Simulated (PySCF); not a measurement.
# Ionisation energy of Pb⁷⁵⁺ by level of theory

Pb⁷⁵⁺ [He] 2s2 2p3 [2p1/2^2 2p3/2^1, M_J = 3/2] → Pb⁷⁶⁺ [He] 2s2 2p2 [2p1/2^2, M_J = 0], as a difference of total energies. All numbers are calculated (PySCF 2.14, the two-component X2C-1e Hamiltonian, in an even-tempered Gaussian basis (16 s from 65 bohr⁻², ratio 2.4; 13 p from 85 bohr⁻², ratio 2.4; 5 d from 280 bohr⁻², ratio 2.6; 4 f from 420 bohr⁻², ratio 2.6)). Correlated levels: nothing frozen; the 22 highest virtual spinors dropped. "Screened" scales the spin-orbit matrix elements by Boettger's factors to mimic the two-electron term; Breit and QED terms are absent.

| method | ionisation energy (eV) |
| --- | --- |
| GHF (spin-free) | 21483.9 |
| GMP2 (spin-free) | 21484.2 |
| GHF (screened spin-orbit) | 20775.2 |
| GMP2 (screened spin-orbit) | 20775.6 |

For this ion Breit and QED terms and the two-electron picture change, all absent here, outweigh the correlation shift from GHF to GMP2.

The spin-free rows relax to the high-spin LS determinant and lack the spin-orbit shift.

The labels give the starting determinants; with spin-orbit coupling the two ends relaxed to ⟨J²⟩ = 3.75, ⟨L²⟩ = 2.63, ⟨S²⟩ = 1.45 and ⟨J²⟩ = 0.00, ⟨L²⟩ = 1.33, ⟨S²⟩ = 1.33.

For comparison: 20750 ± 100 eV (theoretical estimate listed by NIST; NIST Atomic Spectra Database, ionization energies).
